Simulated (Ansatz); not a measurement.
System: PbI, charge 1, singlet. PbI+ (SMILES [I][Pb+]).
B3LYP-D3(BJ)/def2-TZVP minimum from Ansatz (an electronic-structure program):
```
Pb
I 1 2.6982
```
Charge +1, spin multiplicity 1.

Total energies in def2-QZVPP, 10 correlated electrons, 18 frozen orbitals. Open shells are spin-unrestricted; no spin-orbit coupling. Correlated methods leave the cores frozen (noble-gas shells, and filled d and f shells in the p block). Past Kr the def2 sets carry scalar-relativistic core potentials. Spin-orbit terms, left out, reach several kcal/mol for Br and I, and more for heavier atoms. The T1 diagnostic of IPb+ ([I][Pb+], singlet) reaches 0.029 in the sets run. The spin of IPb+ ([I][Pb+], singlet) was assumed, and the state is the lowest solution found for it.

| method | program | energy (Eh) | minus CCSDT(Q) (mEh) |
|---|---|---|---|
| HF | Ansatz | -488.32477 | 239.00 |
| MP2 | Ansatz | -488.53233 | 31.43 |
| CCSD | Ansatz | -488.54988 | 13.89 |
| CCSD(T) | Ansatz | -488.56208 | 1.69 |
| CCSDT(Q) | Ansatz | -488.56377 | 0.00 |

Rough core times of Ansatz's runs on a shared machine: CCSD(T) under 20 s, CCSDT(Q) 10 min.
